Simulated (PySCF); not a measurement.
**Ba: ionisation energy**

Ba [Xe] 6s2 (1S) → Ba⁺ [Xe] 6s1 (2S), as a difference of total energies. All numbers are calculated (PySCF 2.14, scalar relativity by spin-free X2C-1e, in cc-pVDZ-X2C). Correlated levels: valence: [Xe] frozen. The calculations carry no spin-orbit coupling.

```csv
method,ionisation energy (eV),error (eV)
UHF,4.278,-0.934
LDA,5.419,+0.207
PBE0,5.158,-0.054
MP2 (valence),4.680,-0.532
SCS-MP2 (valence),4.761,-0.451
CCSD (valence),4.912,-0.300
```

Reference: 5.212 eV (measured; NIST Atomic Spectra Database, ionization energies).

Errors of the correlated levels include the incompleteness of this basis and the frozen core.

With two correlated electrons CCSD is exact in that space.
